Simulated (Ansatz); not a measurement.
Total energies of the cluster Be2Te2⁻ from Ansatz at PBE-D4/def2-TZVPD, gas phase (1 Eh = 27.2114 eV = 2625.5 kJ/mol). The reference geometry is relaxed at PBE0-D4/def2-TZVPD.

Cartesian coordinates in Å:
```
Be 0.953 0.293 0.508
Be -0.953 -0.293 -0.509
Te 0.284 1.429 -1.354
Te -0.283 -1.429 1.355
```

| state | geometry | energy (Eh) |
| --- | --- | --- |
| charge -1 doublet | reference | -565.64340 |
| charge 0 singlet | reference | -565.57796 |
| charge -1 quartet | relaxed at PBE0-D4/def2-TZVPD | -565.55992 |

In the def2 sets Te takes a core potential; there is no spin–orbit coupling.

Work out the vertical ionisation energy to the singlet.

E(charge 0 singlet) − E(charge -1 doublet) = -565.57796 − (-565.64340) = 0.06544 Eh = 1.78 eV. For comparison, −ε of the highest occupied level of the spin that leaves is -0.32 eV at this level, 2.10 eV less.

Which of the charge -1 states is lowest, and how far above it are the others?

The doublet. quartet: -565.55992 − (-565.64340) = 0.08348 Eh = 219.2 kJ/mol.

At PBE-D4/def2-TZVPD the highest occupied level of the charge -1 doublet lies above zero (up to 0.32 eV). By energy differences its removal costs 1.78 eV (vertical, to the charge 0 singlet, at PBE-D4/def2-TZVPD); a positive level beside a positive removal energy at the same level points to self-interaction error. At PBE-D4/def2-TZVPD the highest occupied level of the charge -1 quartet lies above zero (up to 0.63 eV). It is a level of α spin, whose loss leaves a triplet; that state wasn't run at this geometry and level. The electron is either unbound and held by the finite basis, or the level is raised by self-interaction error. 

The structure comes from a short search, and lower isomers may exist.
